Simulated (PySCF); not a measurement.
Members of one family of related compounds. Computed, not measured: TDDFT PBE0/def2-SVPD, vertical, gas phase, core orbitals frozen in the response (PySCF). Geometries: PBE0-D3(BJ)/def2-SVP; one conformer of each isolated species. Triplets are in the Tamm–Dancoff approximation. 'Strongest' means the level of largest summed f among the lowest 10 singlets; it needn't be the same kind of state in each.

Task: Rank by computed HOMO–LUMO gap, lowest first.
A. `[BH2-]1OC=CC(c2ccccc2)=[O+]1`
B. `N#CCC1=[O+][BH2-]OC=C1`
C. `O=C(C1=[O+][BH2-]OC=C1)C(F)(F)F`
D. `[O+]1=C(OC(C)C)C=CO[BH2-]1`

Result: C (3.41 eV), A (4.30 eV), B (4.74 eV), D (5.31 eV).

| SMILES | gap (eV) | T1 (eV) | first f ≥ 0.01 (nm) | f (strongest) | S1 (eV) | S1 mainly |
| --- | --- | --- | --- | --- | --- | --- |
| O=C(C1=[O+][BH2-]OC=C1)C(F)(F)F | 3.41 | 1.66 | 508 | 0.19 | 2.44 | H→L (99%) |
| [BH2-]1OC=CC(c2ccccc2)=[O+]1 | 4.30 | 2.53 | 376 | 0.44 | 3.29 | H→L (96%) |
| N#CCC1=[O+][BH2-]OC=C1 | 4.74 | 2.71 | 345 | 0.14 | 3.59 | H→L (97%) |
| CC(C)OC1=[O+][BH2-]OC=C1 | 5.31 | 3.21 | 295 | 0.17 | 4.20 | H→L (96%) |

H and L stand for HOMO and LUMO.
